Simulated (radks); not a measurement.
Pr II, 58 electrons, occupied as [Xe] 4f3 5d1 (not the ground configuration).

Calculated with a radial shooting solver on a logarithmic mesh with Libxc functionals: scalar-relativistic Kohn-Sham, r2SCAN, spin-polarised, spherical densities, finite nucleus; open shells are filled with parallel spins first (spin-orbit coupling, left out, can overturn this in heavy ions); meta-GGA in the generalised Kohn-Sham scheme; Fermi nuclear charge, rms radius 4.8919 fm.

Energy parts (hartree):
total: -9237.7548
kinetic: 9810.8304
electron-nucleus: -22402.4192
Hartree: 3570.1634
exchange-correlation: -216.3293

Orbitals (lengths in bohr, moments of r in powers of bohr; <r^-3> diverges for s and p1/2; r(max) is where P^2 peaks):
| orbital | occ. | eigenvalue (hartree) | r(max) | <r^2> | <r^-3> |
|---|---|---|---|---|---|
| 1s up | 1 | -1539.217 | 0.01541 | 0.0007899 | - |
| 1s down | 1 | -1539.217 | 0.01541 | 0.0007899 | - |
| 2s up | 1 | -248.4559 | 0.08721 | 0.01253 | - |
| 2s down | 1 | -248.4554 | 0.08721 | 0.01253 | - |
| 2p up | 3 | -222.2056 | 0.07028 | 0.01001 | 8484 |
| 2p down | 3 | -222.2052 | 0.07028 | 0.01001 | 8484 |
| 3s up | 1 | -53.99490 | 0.2488 | 0.08448 | - |
| 3s down | 1 | -53.96226 | 0.2487 | 0.08442 | - |
| 3p up | 3 | -45.63356 | 0.2436 | 0.08462 | 1719 |
| 3p down | 3 | -45.60067 | 0.2436 | 0.08453 | 1721 |
| 3d up | 5 | -33.90044 | 0.2008 | 0.07220 | 234.1 |
| 3d down | 5 | -33.87388 | 0.2007 | 0.07210 | 234.4 |
| 4s up | 1 | -11.00100 | 0.5793 | 0.4377 | - |
| 4s down | 1 | -10.90343 | 0.5790 | 0.4372 | - |
| 4p up | 3 | -8.25551 | 0.6046 | 0.4946 | 366.9 |
| 4p down | 3 | -8.15551 | 0.6042 | 0.4941 | 367.3 |
| 4d up | 5 | -4.31560 | 0.6359 | 0.6145 | 41.24 |
| 4d down | 5 | -4.21179 | 0.6353 | 0.6145 | 41.30 |
| 4f up | 3 | -0.20859 | 0.6911 | 2.012 | 4.253 |
| 4f down | 0 | -0.10903 | 0.6918 | 2.292 | 4.149 |
| 5s up | 1 | -1.64509 | 1.355 | 2.583 | - |
| 5s down | 1 | -1.57476 | 1.363 | 2.634 | - |
| 5p up | 3 | -0.98586 | 1.536 | 3.557 | 49.02 |
| 5p down | 3 | -0.92378 | 1.546 | 3.609 | 47.55 |
| 5d up | 1 | -0.23245 | 2.223 | 10.63 | 2.220 |

The highest occupied level is 4f up at -5.676 eV. The electron density at the nucleus is 4.333e+05 e/bohr^3 (large components only). The density falls to 0.001 e/bohr^3 at r = 4.16 bohr. The spin density at the nucleus is 0.022 e/bohr^3 (1s 0.026, 2s -0.182, 3s -4.373, 4s -0.858, 5s 5.408). Summed over all electrons, <r^2> = 54.85 bohr^2, which gives a Langevin (diamagnetic) susceptibility term of -43.4 x 10^-6 cm^3/mol.
